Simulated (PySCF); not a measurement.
ZrF3Cl, SMILES [F][Zr]([F])([F])[Cl], multiplicity 1. Geometry optimised at PBE-D3(BJ)/def2-SVP. The multiplicity is an assumed one; other spin states were not compared. The def2 effective core potentials stand for the cores of Zr; spin–orbit coupling is left out.

These are PBE-D3(BJ)/def2-SVP (PySCF 2.14.0) values and carry that method's errors.

Harmonic wavenumbers (cm⁻¹): 123, 123, 159, 159, 160, 405, 673, 692, 692. Rotational constants (GHz): 2.772, 1.684, 1.684; symmetry number 3.

Task: Work out the zero-point energy and the ideal-gas rigid-rotor harmonic-oscillator thermochemistry at 298.15 K and 1 atm.

Result: ZPE = ½ Σ hcν = ½ × 3186 cm⁻¹ = 19.06 kJ/mol. H − E(el) = 39.28 kJ/mol. Entropy in J/(mol K): translation 173.76, rotation 108.45, vibration 65.67, total 347.89. G − E(el) = -64.45 kJ/mol. Cp = 90.02 J/(mol K). Modes under 150 cm⁻¹ make the vibrational entropy uncertain.
